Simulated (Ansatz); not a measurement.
Total energies of the cluster SnO₄H₄ from Ansatz at PBE0-D4/def2-TZVPD, gas phase (1 Eh = 27.2114 eV = 2625.5 kJ/mol). The reference geometry is relaxed at B3LYP-D4/def2-SVP.

```xyz
9

Sn   -0.817   -0.614    0.205
O     1.570    1.259    0.536
O    -0.757    0.819    1.424
O    -1.674   -0.440   -1.574
O     1.406    0.060   -0.263
H    -1.923    0.477   -1.763
H     2.137   -0.500    0.050
H    -0.589   -2.303    0.350
H     0.646    1.243    1.034
```

| state | geometry | energy (Eh) |
| --- | --- | --- |
| charge 0 singlet | reference | -517.32179 |
| charge -1 doublet | reference | -517.33216 |
| free Sn atom (triplet) | – | -214.25878 |
| free O atom (triplet) | – | -75.01925 |
| free H atom (doublet) | – | -0.50104 |

In the def2 sets Sn takes a core potential; there is no spin–orbit coupling. The structure holds one bond between oxygen atoms, so isomers without such links may lie far lower.

Work out the vertical electron affinity, to the doublet.

E(charge 0 singlet) − E(charge -1 doublet) = -517.32179 − (-517.33216) = 0.01037 Eh = 0.28 eV.

What is the binding energy per atom against free atoms?

Atoms: 1 × (-214.25878) + 4 × (-75.01925) + 4 × (-0.50104) = -516.33994 Eh. Binding: -516.33994 − (-517.32179) = 0.98185 Eh = 26.72 eV, or 2.97 eV for each of 9 atoms (no zero-point energy, no counterpoise term).

At PBE0-D4/def2-TZVPD the highest occupied level of the charge -1 doublet lies above zero (up to 1.31 eV). By energy differences its removal costs 0.28 eV (vertical, to the charge 0 singlet, at PBE0-D4/def2-TZVPD); a positive level beside a positive removal energy at the same level points to self-interaction error. 

The structure comes from a short search, and lower isomers may exist.
